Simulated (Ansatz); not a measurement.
H₆O₄SiSn (`O[Si](O)(O)[O][SnH3]`), 12 atoms. Charge 0, multiplicity 1. Correlated methods include outer-core shells of Sn, which these sets cover unevenly. Sn takes the def2 core potential. All runs use 4 threads of an Arm Neoverse V1 on a shared host. Correlated methods freeze the cores.

**Question.** Give the basis size and wall time and peak host memory of each of these runs in Ansatz. RKS PBE-D4/def2-TZVPP energy and forces; RKS PBE-QIDH (frozen core)/def2-TZVPP energy; RHF-CCSD(T)/def2-SVP energy; RKS ωB97M-V/def2-SVP energy; direct RPA on PBE orbitals/def2-TZVPP energy; RKS PBE0-D4/def2-QZVPP energy; RHF-MP2/def2-TZVPP energy; RHF-MP2/def2-QZVPP energy; RKS ωB97X-V/def2-TZVPP energy; RKS PBE0-D4/def2-SVP energy; RKS PBE0-D4/def2-TZVP frequencies; RKS PBE0-D4/def2-TZVPP energy. (Estimate.)

**Answer.** Computed: Other jobs shared the machine, so times are rough.

```json
{"level": "RKS PBE0-D4/def2-SVP", "job": "energy", "functions": "130", "wall time": "2 s", "peak host memory (GiB)": "0.52"}
{"level": "RKS PBE-D4/def2-TZVPP", "job": "energy and forces", "functions": "300", "wall time": "4.1 s", "peak host memory (GiB)": "0.47"}
{"level": "RKS PBE0-D4/def2-TZVPP", "job": "energy", "functions": "300", "wall time": "6 s", "peak host memory (GiB)": "1"}
{"level": "RHF-MP2/def2-TZVPP", "job": "energy", "functions": "300", "wall time": "7.5 s", "peak host memory (GiB)": "0.95"}
{"level": "RKS ωB97M-V/def2-SVP", "job": "energy", "functions": "130", "wall time": "8 s", "peak host memory (GiB)": "0.52"}
{"level": "RKS PBE-QIDH (frozen core)/def2-TZVPP", "job": "energy", "functions": "300", "wall time": "12 s", "peak host memory (GiB)": "1"}
{"level": "RKS ωB97X-V/def2-TZVPP", "job": "energy", "functions": "300", "wall time": "14 s", "peak host memory (GiB)": "1.2"}
{"level": "direct RPA on PBE orbitals/def2-TZVPP", "job": "energy", "functions": "300", "wall time": "15 s", "peak host memory (GiB)": "0.96"}
{"level": "RKS PBE0-D4/def2-QZVPP", "job": "energy", "functions": "560", "wall time": "17 s", "peak host memory (GiB)": "2.7"}
{"level": "RHF-CCSD(T)/def2-SVP", "job": "energy", "functions": "130", "wall time": "27 s", "peak host memory (GiB)": "0.96"}
{"level": "RHF-MP2/def2-QZVPP", "job": "energy", "functions": "560", "wall time": "43 s", "peak host memory (GiB)": "4.2"}
{"level": "RKS PBE0-D4/def2-TZVP", "job": "frequencies", "functions": "247", "wall time": "5.9 min", "peak host memory (GiB)": "0.87"}
```
